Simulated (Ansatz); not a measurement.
`[F][InH][SeH]` + `[SH][SnH2][SeH]` → `[SeH][SnH2][SeH]` + `[F][InH][SH]`  (redistribution)

Computed with Ansatz on PBE0-D4/def2-TZVP structures; ΔE is electronic, products minus reactants. CBS: MP2 limit from def2 TZ/QZ plus the TZ coupled-cluster correction, frozen cores. DFT in def2-TZVPP. Elements past krypton have def2 core potentials. For In, Se, Sn outer-core shells are correlated without core-valence functions, which leaves a few kJ/mol of doubt a bond. Scalar relativity is left out up to krypton. One conformer a species, not always the lowest.

```json
{"level": "r2SCAN", "ΔE (eV)": "0.02"}
{"level": "HF/def2-SVP", "ΔE (eV)": "0.03"}
{"level": "CCSD(T)/def2-TZVPP", "ΔE (eV)": "0.03"}
{"level": "MP2/def2-QZVPP", "ΔE (eV)": "0.01"}
```

Problem. What does CCSD(T)/CBS give? (Best estimate.)

Solution. The calculation gave: +0.01 eV. The listed levels differ from it by 0.01, 0.02, 0.02, 0.00 eV.

Largest T1 diagnostic among the species: 0.016.

Leaving LDA and LC-ωPBE aside and taking each functional with its dispersion term where it has one, the values, not all of them listed here, spread over 0.01 eV, from PBE-D4 to B97M-V.
